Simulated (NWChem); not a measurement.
System meant: C3H8Mg; SMILES C[CH](C)[MgH]

Input file for NWChem:

```
start job
memory heap 200 mb stack 900 mb global 1100 mb
geometry units angstroms noautoz
  Mg     0.000885     1.695386     0.259851
  H      0.002844     3.361654     0.696806
  C     -0.001659    -0.368851    -0.269956
  C     -1.270283    -1.104376     0.202981
  C      1.262496    -1.109186     0.207633
  H      0.000458    -0.398934    -1.372045
  H     -1.267580    -2.163337    -0.108610
  H     -1.363272    -1.105942     1.298407
  H     -2.189729    -0.657147    -0.198302
  H      2.185093    -0.665349    -0.190150
  H      1.256886    -2.168086    -0.104094
  H      1.351411    -1.111236     1.303401
end
basis spherical
  * library def2-svp
end
dft
  odft
  mult 2
  xc xpbe96 cpbe96
  iterations 150
  mulliken
end
task dft energy
```

End of the output:

```
 Summary of "ao basis" -> "" (spherical)
 ------------------------------------------------------------------------------
       Tag                 Description            Shells   Functions and Types
 ---------------- ------------------------------  ------  ---------------------
 *                          def2-svp                  on all atoms

  pbe96 is a nonlocal functional; adding pw91lda local functional.

                                 NWChem DFT Module
                                 -----------------

 Summary of "ao basis" -> "ao basis" (spherical)
 ------------------------------------------------------------------------------
       Tag                 Description            Shells   Functions and Types
 ---------------- ------------------------------  ------  ---------------------
 Mg                         def2-svp                 8       18   4s3p1d
 H                          def2-svp                 3        5   2s1p
 C                          def2-svp                 6       14   3s2p1d

 Summary of "ao basis" -> "ao basis" (spherical)
 ------------------------------------------------------------------------------
       Tag                 Description            Shells   Functions and Types
 ---------------- ------------------------------  ------  ---------------------
 Mg                         def2-svp                 8       18   4s3p1d
 H                          def2-svp                 3        5   2s1p
 C                          def2-svp                 6       14   3s2p1d

      Symmetry analysis of basis
      --------------------------

        a'         60
        a"         40

  number of electrons :                   38
  multiplicity        :                    2
 ------------------------------------------------------------------------
  no. of electrons and multiplicity not compatible                  38
 ------------------------------------------------------------------------
 ------------------------------------------------------------------------
  current input line :
    27: task dft energy
 ------------------------------------------------------------------------
 ------------------------------------------------------------------------
 There is an error in the input file
 ------------------------------------------------------------------------
 For more information see the NWChem manual at https://nwchemgit.github.io

0: no. of electrons and multiplicity not compatible:Received an Error in Communication
```

Find the fault in this run and fix the input.

The input was rejected before any calculation. Cause: the multiplicity doesn't fit the number of electrons (an even count wants an odd multiplicity, and the reverse). This input runs:
```
start job
memory heap 200 mb stack 900 mb global 1100 mb
geometry units angstroms noautoz
  Mg     0.000885     1.695386     0.259851
  H      0.002844     3.361654     0.696806
  C     -0.001659    -0.368851    -0.269956
  C     -1.270283    -1.104376     0.202981
  C      1.262496    -1.109186     0.207633
  H      0.000458    -0.398934    -1.372045
  H     -1.267580    -2.163337    -0.108610
  H     -1.363272    -1.105942     1.298407
  H     -2.189729    -0.657147    -0.198302
  H      2.185093    -0.665349    -0.190150
  H      1.256886    -2.168086    -0.104094
  H      1.351411    -1.111236     1.303401
end
basis spherical
  Mg library def2-svp
  H library def2-svp
  C library def2-svp
end
dft
  xc xpbe96 cpbe96
  iterations 150
  mulliken
end
task dft energy
```
It converges to -318.71164 Ha (PBE/def2-SVP).
